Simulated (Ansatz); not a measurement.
C2H9BOSi can be A, `BCC(O)[SiH3]`, or B, `B[SiH](C)OC`.

Program: Ansatz. Geometries: PBE0-D4/def2-TZVP. ΔE: electronic, gas phase. CCSD(T)/CBS adds triple-zeta CCSD(T) − MP2 to the extrapolated MP2 energy (def2 sets, frozen cores). DFT in def2-TZVPP. B3LYP here is the variant with VWN-RPA as its local correlation; programs differ in this. One conformer a species, not always the lowest.

**Question.** Which isomer does CCSD(T)/CBS put lower? Give the gap. (Estimate.)

**Answer.** Computed: B, by 115.2 kJ/mol.

**Question.** Give E(B) − E(A) in kJ/mol with B3LYP-D4, B3LYP, CCSD(T)/def2-TZVPP, ωB97M-V, PBE0-D4, r2SCAN-D4, MP2/def2-TZVPP. (An estimate is asked.)

**Answer.** Ansatz gave: B3LYP-D4 -117.9, B3LYP -119.7, CCSD(T)/def2-TZVPP -114.4, ωB97M-V -110.7, PBE0-D4 -111.9, r2SCAN-D4 -116.7, MP2/def2-TZVPP -113.2. None reverses the order clearly.

Largest T1 diagnostic: 0.011.

In def2-TZVPP, CCSD(T) changes the Hartree–Fock value by +15.8 kJ/mol (the triples alone add +2.9 kJ/mol) and MP2 by +17.0 kJ/mol. From PBE to PBE0 (25 % exact exchange), in def2-TZVPP and without D4, E(B) − E(A) moves by −3.7 kJ/mol.
